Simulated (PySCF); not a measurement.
C3H5BO2, SMILES OB1C=COC1. Geometry: B3LYP-D3(BJ)/def2-SVP. This is a generated structure with no PubChem entry under its InChIKey; it may be hypothetical. Other conformers were not sampled.

Computed equilibrium geometry at B3LYP-D3(BJ)/def2-SVP (PySCF confirms it by a frequency run) as a Z-matrix, and its point group (one conformer of several):
point group Cs.
```
B
O 1 1.3606
H 2 0.9643 1 114.30
C 1 1.5297 2 128.36 3 180.00
C 4 1.3588 1 104.99 2 180.00
O 5 1.3439 4 118.55 1 0.00
H 4 1.0896 5 122.20 6 180.00
H 5 1.0951 6 112.76 4 180.00
C 6 1.4480 5 108.48 8 180.00
H 9 1.1040 6 107.62 5 122.35
H 9 1.1040 10 107.26 6 -115.55
```
